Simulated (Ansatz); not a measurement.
Job for Ansatz (a quantum-chemistry and plane-wave program): U-CCSD(T)/cc-pVTZ on H10 chain, a point of a bond scan (R = 2.100 Å).

Ansatz 0.2 input:
```yaml
crystal:
  periodic: [false, false, false]
  atoms:
    - {symbol: H, position_ang: [0.00000000, 0.00000000, 0.00000000]}
    - {symbol: H, position_ang: [0.00000000, 0.00000000, 2.10000000]}
    - {symbol: H, position_ang: [0.00000000, 0.00000000, 4.20000000]}
    - {symbol: H, position_ang: [0.00000000, 0.00000000, 6.30000000]}
    - {symbol: H, position_ang: [0.00000000, 0.00000000, 8.40000000]}
    - {symbol: H, position_ang: [0.00000000, 0.00000000, 10.50000000]}
    - {symbol: H, position_ang: [0.00000000, 0.00000000, 12.60000000]}
    - {symbol: H, position_ang: [0.00000000, 0.00000000, 14.70000000]}
    - {symbol: H, position_ang: [0.00000000, 0.00000000, 16.80000000]}
    - {symbol: H, position_ang: [0.00000000, 0.00000000, 18.90000000]}
basis:
  gaussian:
    orbitals: cc-pVTZ
correlation: {method: ccsd_t, electrons: outside_noble_gas}
scf: {omitted_lower_state_checks: [cluster_reference]}
magnetization: {spin_polarized: true, initial_magnetization: 0}
```

It printed:

```
WARN ansatz: RAYON_NUM_THREADS=2 ignored (pool sized by the plan → 2); use --threads N
Functional definition: HF
these checks for a lower state are left out or cut short: cluster_reference
integrals: 0.42 GiB planned
686 factors; integrals over basis functions are off by at most 1.1e-3 eV
mean field: 0.24 GiB planned
mean field evaluation 1: about -123.8670 eV, gradient 3.4e0 eV
mean field evaluation 2: about -123.8704 eV, gradient 3.4e0 eV
mean field evaluation 4: about -124.4812 eV, gradient 9.9e-1 eV
mean field evaluation 8: about -124.5502 eV, gradient 5.6e-3 eV
mean field evaluation 16: about -125.0294 eV, gradient 3.2e0 eV
mean field evaluation 32: about -135.6638 eV, gradient 5.0e0 eV
mean field evaluation 64: about -136.7348 eV, gradient 1.6e-3 eV
mean field evaluation 96: about -136.1576 eV, gradient 9.0e-2 eV
mean field evaluation 128: about -124.5502 eV, gradient 1.1e-3 eV
mean field -136.73477442 eV, -5.0249102777 hartree, gradient 5.9e-7 eV, S^2 4.387057; 11 other end points of the search recorded, 0 dependent functions left out
reference -136.73477442 eV, -5.0249102777 hartree; 5, 5 occupied and 135, 135 virtual orbitals, 686 factors
second order -0.38311234 eV of doubles, -0.00000000 eV of singles
coupled cluster: 0.83 GiB planned
cycle   1  -0.49448159 eV  change   -1.1e-1 eV  update   4.8e-2
cycle   2  -0.66305834 eV  change   -1.7e-1 eV  update   3.6e-2
cycle   3  -0.73322418 eV  change   -7.0e-2 eV  update   2.6e-2
cycle   4  -0.79960313 eV  change   -6.6e-2 eV  update   2.3e-2
cycle   5  -1.22928116 eV  change   -4.3e-1 eV  update   2.1e-2
cycle   6  -1.25926272 eV  change   -3.0e-2 eV  update   1.2e-2
cycle   7  -1.39945196 eV  change   -1.4e-1 eV  update   7.5e-3
cycle   8  -1.38087241 eV  change    1.9e-2 eV  update   5.7e-3
cycle   9  -1.38909876 eV  change   -8.2e-3 eV  update   4.7e-3
cycle  10  -1.39106213 eV  change   -2.0e-3 eV  update   4.3e-3
cycle  11  -1.41112971 eV  change   -2.0e-2 eV  update   3.4e-3
cycle  12  -1.43177519 eV  change   -2.1e-2 eV  update   2.1e-3
cycle  13  -1.43032098 eV  change    1.5e-3 eV  update   1.5e-3
cycle  14  -1.43572254 eV  change   -5.4e-3 eV  update   1.3e-3
cycle  15  -1.43747142 eV  change   -1.7e-3 eV  update   1.1e-3
cycle  16  -1.43937301 eV  change   -1.9e-3 eV  update   5.6e-4
cycle  17  -1.43957124 eV  change   -2.0e-4 eV  update   2.7e-4
cycle  18  -1.43936953 eV  change    2.0e-4 eV  update   2.0e-4
cycle  19  -1.43922097 eV  change    1.5e-4 eV  update   1.8e-4
cycle  20  -1.43896667 eV  change    2.5e-4 eV  update   1.6e-4
cycle  21  -1.43895697 eV  change    9.7e-6 eV  update   1.2e-4
cycle  22  -1.43886772 eV  change    8.9e-5 eV  update   7.7e-5
cycle  23  -1.43889221 eV  change   -2.4e-5 eV  update   6.1e-5
cycle  24  -1.43888800 eV  change    4.2e-6 eV  update   5.4e-5
cycle  25  -1.43897805 eV  change   -9.0e-5 eV  update   4.3e-5
cycle  26  -1.43902553 eV  change   -4.7e-5 eV  update   2.5e-5
cycle  27  -1.43903934 eV  change   -1.4e-5 eV  update   1.8e-5
cycle  28  -1.43904935 eV  change   -1.0e-5 eV  update   1.6e-5
cycle  29  -1.43906749 eV  change   -1.8e-5 eV  update   1.4e-5
cycle  30  -1.43910640 eV  change   -3.9e-5 eV  update   1.1e-5
cycle  31  -1.43913197 eV  change   -2.6e-5 eV  update   7.4e-6
cycle  32  -1.43913529 eV  change   -3.3e-6 eV  update   5.8e-6
cycle  33  -1.43913164 eV  change    3.7e-6 eV  update   5.3e-6
cycle  34  -1.43911853 eV  change    1.3e-5 eV  update   4.8e-6
cycle  35  -1.43910369 eV  change    1.5e-5 eV  update   3.6e-6
cycle  36  -1.43909530 eV  change    8.4e-6 eV  update   2.4e-6
cycle  37  -1.43909210 eV  change    3.2e-6 eV  update   1.8e-6
coupled cluster: 0.83 GiB planned
perturbative correction -0.02861992 eV, -0.0010517626 hartree
WARN: the results are in doubt because among natural orbitals full CI differs from the method by -0.243 eV
Total energy: -138.20248643 eV, -5.0788476993 hartree
In doubt: among natural orbitals full CI differs from the method by -0.243 eV
Checks for a lower state left out: cluster_reference
```

Self-consistency was reached. Its determinant has ⟨S²⟩ = 4.39, a mixture of spin states.

Warnings raised: large difference.

Cost: around 23 core-seconds (rough).
